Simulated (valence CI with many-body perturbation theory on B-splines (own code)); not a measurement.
# Energy levels of Ta LXIX

Calculated by relativistic CI+MBPT: three valence electrons over a frozen Dirac-Fock core [He], a basis of 11 s, 11 p, 9 d, 7 f, 5 g, 2 h, 1 i functions for each j, with the one-electron correlation potential Σ1, the two-electron term Σ2, the three-electron term Σ3, Breit, model QED; selected CI, second order for the rest (own B-spline code, finite nucleus).

No measured spectrum was set against this ion. As an estimate, large intervals hold to a few tenths of a per cent, small ones and those within an open d or f shell to about a per cent.

Levels 1 to 45 of 103, with energies above the lowest level, (2s^2 2p1/2) J=1/2. "Leading %" is the weight of the configuration and term that name the level; weights of strongly mixed levels are sums over their largest components and can fall short. In the jj column 3d3/2^4 stands for four electrons in 3d with j = 3/2.

```
No.  Configuration  Term    J  E (eV)  Leading %   Second component      g              Leading jj
  1         2s2.2p   2P°  1/2       0        100                     0.617      2s^2 2p1/2 (100 %)
  2         2s.2p2    4P  1/2     265         50     32 % 2s.2p2 2S  2.031      2s 2p1/2^2 (100 %)
  3         2s2.2p   2P°  3/2    1375         99                     1.298       2s^2 2p3/2 (99 %)
  4         2s.2p2    4P  3/2    1561         90      7 % 2s.2p2 2D  1.619  2s 2p1/2 2p3/2 (100 %)
  5         2s.2p2    2D  5/2    1602         63     37 % 2s.2p2 4P  1.307  2s 2p1/2 2p3/2 (100 %)
  6         2s.2p2    2P  1/2    1673         68     31 % 2s.2p2 4P  1.268  2s 2p1/2 2p3/2 (100 %)
  7         2s.2p2    2D  3/2    1675         61     38 % 2s.2p2 2P  0.973  2s 2p1/2 2p3/2 (100 %)
  8            2p3   2P°  3/2    1950         48       27 % 2p3 2D°  1.313    2p1/2^2 2p3/2 (99 %)
  9         2s.2p2    4P  5/2    2954         63     37 % 2s.2p2 2D  1.416      2s 2p3/2^2 (100 %)
 10         2s.2p2    2S  1/2    3061         68     19 % 2s.2p2 4P  1.917      2s 2p3/2^2 (100 %)
 11         2s.2p2    2P  3/2    3062         59     32 % 2s.2p2 2D  1.168      2s 2p3/2^2 (100 %)
 12            2p3   4S°  3/2    3276         55       44 % 2p3 2D°  1.433   2p1/2 2p3/2^2 (100 %)
 13            2p3   2D°  5/2    3299        100                     1.162   2p1/2 2p3/2^2 (100 %)
 14            2p3   2P°  1/2    3356        100                     0.617   2p1/2 2p3/2^2 (100 %)
 15            2p3   2P°  3/2    4694         51       28 % 2p3 2D°  1.286         2p3/2^3 (100 %)
 16         2s2.3s    2S  1/2   10296         98                     1.982          2s^2 3s (98 %)
 17         2s2.3p   2P°  1/2   10384         96                     0.659       2s^2 3p1/2 (96 %)
 18       2s.2p.3s   4P°  1/2   10474         85  13 % 2s.2p.3s 2P°  2.350      2s 2p1/2 3s (99 %)
 19       2s.2p.3s   4P°  3/2   10501         59  41 % 2s.2p.3s 2P°  1.530      2s 2p1/2 3s (99 %)
 20       2s.2p.3s   2P°  1/2   10532         95   4 % 2s.2p.3s 4P°  0.697      2s 2p1/2 3s (99 %)
 21       2s.2p.3p    4D  1/2   10548         72   20 % 2s.2p.3p 2P  0.262  2s 2p1/2 3p1/2 (100 %)
 22       2s.2p.3p    4D  3/2   10576         40   34 % 2s.2p.3p 2D  1.086  2s 2p1/2 3p1/2 (100 %)
 23       2s.2p.3p    4P  1/2   10621         45   31 % 2s.2p.3p 2S  1.911   2s 2p1/2 3p1/2 (99 %)
 24         2s2.3p   2P°  3/2   10790         98                     1.320       2s^2 3p3/2 (98 %)
 25         2p2.3s    4P  1/2   10791         44     30 % 2p2.3s 2S  1.974       2p1/2^2 3s (96 %)
 26         2s2.3d    2D  3/2   10848         98                     0.786       2s^2 3d3/2 (98 %)
 27         2p2.3p   2P°  1/2   10861         46    37 % 2p2.3p 4D°  0.643    2p1/2^2 3p1/2 (97 %)
 28         2s2.3d    2D  5/2   10956         93                     1.192       2s^2 3d5/2 (93 %)
 29       2s.2p.3p    4P  3/2   10966         31   27 % 2s.2p.3p 4D  1.387  2s 2p1/2 3p3/2 (100 %)
 30       2s.2p.3p    2D  5/2   10999         41   40 % 2s.2p.3p 4D  1.307   2s 2p1/2 3p3/2 (94 %)
 31       2s.2p.3p    2D  3/2   11001         43   24 % 2s.2p.3p 2P  1.242  2s 2p1/2 3p3/2 (100 %)
 32       2s.2p.3p    2P  1/2   11006         44   19 % 2s.2p.3p 2S  1.336   2s 2p1/2 3p3/2 (98 %)
 33       2s.2p.3d   4F°  3/2   11012         69  13 % 2s.2p.3d 2D°  0.570  2s 2p1/2 3d3/2 (100 %)
 34       2s.2p.3d   4F°  5/2   11043         41  33 % 2s.2p.3d 2F°  1.002   2s 2p1/2 3d3/2 (99 %)
 35       2s.2p.3d   2P°  3/2   11061         30  23 % 2s.2p.3d 4D°  1.156   2s 2p1/2 3d3/2 (99 %)
 36       2s.2p.3d   4D°  1/2   11065         53  40 % 2s.2p.3d 2P°  0.436   2s 2p1/2 3d3/2 (99 %)
 37       2s.2p.3d   4P°  5/2   11132         33  30 % 2s.2p.3d 4D°  1.301  2s 2p1/2 3d5/2 (100 %)
 38       2s.2p.3d   2F°  7/2   11161         40  36 % 2s.2p.3d 4F°  1.221  2s 2p1/2 3d5/2 (100 %)
 39       2s.2p.3d   2F°  5/2   11173         47  25 % 2s.2p.3d 2D°  1.074   2s 2p1/2 3d5/2 (99 %)
 40       2s.2p.3d   2P°  3/2   11173         39  32 % 2s.2p.3d 2D°  1.116   2s 2p1/2 3d5/2 (96 %)
 41         2p2.3p   2P°  3/2   11283         34    19 % 2p2.3p 4D°  1.318    2p1/2^2 3p3/2 (96 %)
 42         2p2.3d    2D  3/2   11326         43     32 % 2p2.3d 4F  0.782    2p1/2^2 3d3/2 (98 %)
 43         2p2.3d    2D  5/2   11447         36     18 % 2p2.3d 4D  1.187    2p1/2^2 3d5/2 (98 %)
 44       2s.2p.3s   4P°  5/2   11852        100                     1.566     2s 2p3/2 3s (100 %)
 45       2s.2p.3s   2P°  3/2   11879         76  24 % 2s.2p.3s 4P°  1.386     2s 2p3/2 3s (100 %)
```

The ionisation energy to 2s2 1S_0 of the next ion comes out as 18241 eV (NIST: 18250 ± 50 eV (theoretical)). All 103 levels together are meant to be complete up to 12839 eV.
